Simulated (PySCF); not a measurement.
B3LYP has the VWN-RPA correlation part, as in Gaussian. Delta-SCF ions had no search for a lower state. Excitations are Tamm–Dancoff values on a coarser integration grid. The basis has no diffuse functions, so Rydberg states are missing or too high.

## C₃H₁₂O₃Si₂, SMILES `O(C)[Si]([SiH3])(OC)OC` (charge 0, multiplicity 1)

The numbers are results of PySCF with B3LYP-D3(BJ)/def2-TZVP // B3LYP-D3(BJ)/def2-SVP, not measurements.

The HOMO is -7.48 eV and the dipole moment is 1.37 D. The HOMO–LUMO gap is 7.62 eV and the LUMO is 0.14 eV. The S1 excitation (TDA) is 6.78 eV, the S1 oscillator strength is 0.053 and the brightest of the four lowest singlets (TDA) comes out as 6.78 eV. The T1 excitation (TDA) is 5.96 eV, the S1–T1 gap (TDA) is 0.82 eV and the vertical ionisation energy (Delta-SCF) is 9.37 eV. The total energy is -926.5485 Ha and the cost is very roughly 16 core-minutes.

```xyz
20

C      2.0385    -1.8460     0.1804
O      0.9444    -1.2487     0.8516
Si     0.1054     0.0646     0.3007
Si    -1.3009     0.7258     2.0486
O      1.2063     1.2215    -0.1333
C      0.9653     2.3396    -0.9594
O     -0.7445    -0.2696    -1.0924
C     -1.8014    -1.1951    -1.2069
H      2.4366    -2.6551     0.8112
H      2.8418    -1.1133    -0.0066
H      1.7317    -2.2775    -0.7891
H     -0.5113     1.0198     3.2796
H     -2.3080    -0.3319     2.3635
H     -2.0425     1.9633     1.6570
H      0.3661     3.1080    -0.4370
H      0.4332     2.0554    -1.8830
H      1.9321     2.7900    -1.2328
H     -1.5007    -2.2067    -0.8788
H     -2.1096    -1.2522    -2.2625
H     -2.6827    -0.8919    -0.6107
```
Charge 0, spin multiplicity 1.
